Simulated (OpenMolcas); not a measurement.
## Nb3+ in tetrahedral coordination: ligands and hosts compared

```yaml
Program: OpenMolcas 26.06
Method: SS-CASPT2, IPEA 0.25 Eh, imaginary shift 0.1 Eh
Active_space: 2 electrons in 5 orbitals (4d)
Spin-orbit_coupling: state interaction with AMFI integrals over the reference wave functions
```

Distances were set from a Shannon-type radius of the metal (high-spin where two are listed) plus a fixed donor radius (S 1.78, Br 1.91, Cl 1.76, F 1.31 Å). Anionic complexes are neutralised by point charges, and hosts are embedded clusters. Ligand basis ANO-RCC-VDZP. States (labels of Td). Energies in cm-1 above the lowest state or level, χT in cm3 K/mol.

| Ligand or host | R (Å) | Metal basis | Outer charge (e at Å behind ligand) | Ground state | First state of that spin | First gap with spin-orbit (degeneracies) | χT at 300 K | First state of another spin |
| --- | --- | --- | --- | --- | --- | --- | --- | --- |
| S | 2.37 | ANO-RCC-VDZP | 1.2 at 2.6 | 3A2 | 3T2 2240 | 2120 (3, 2) | 0.565 | 1E 4890 |
| Br | 2.5 | ANO-RCC-VDZP | 0.25 at 3.2 | 3A2 | 3T2 6740 | 5950 (3, 2) | 0.842 | 1E 6370 |
| Cl | 2.35 | ANO-RCC-VDZP | 0.25 at 2.6 | 3A2 | 3T2 7510 | 6320 (3, 2) | 0.844 | 1E 6670 |
| F | 1.9 | ANO-RCC-VDZP | 0.25 at 2.4 | 3A2 | 3T2 10730 | 7610 (3, 2) | 0.881 | 1E 7750 |

The rows also differ in their outer charges, so part of each step comes from that.

The first state of the same spin rises in the order S < Br < Cl < F, by a factor of 4.79 from first to last.

Roots that are degenerate in the reference are averaged as groups; the widest CASPT2 spread within a group is 560 cm-1 (the 3-fold group of multiplicity 1 near 13700 cm-1 above the lowest state of its run, Cl). Shifts and gaps below about the spread of the groups concerned are not significant. Over all roots computed the reference weight is 0.67 to 0.69 in S, 0.73 to 0.75 in Br, 0.72 to 0.74 in Cl; a low but even weight reflects the number of correlated electrons. Ligand-to-metal charge-transfer states are missing. These CASPT2 states fit no ligand-field parameters well, so their order and spin gaps are uncertain. With no ligand orbital active B as a rule stays too high, so bands that hang on it stand too high and its fall with covalency is understated. With one d shell and no ligand orbital active, 10Dq can be off by a tenth or more. The least metal-like active orbital is 73 % on the metal (Löwdin) and no ligand orbital is active, so the numbers are rough (holds for S). The sulfide ions are held by bare point charges, a crude embedding (holds for S). The least metal-like active orbital is 77 % on the metal (Löwdin) and no ligand orbital is active, so the numbers are rough (holds for Br; Cl). The least metal-like active orbital is 76 % on the metal (Löwdin) and no ligand orbital is active, so the numbers are rough (holds for F). No measured value stands beside these numbers; the geometry was imposed, not optimised, and the real ion may take another.
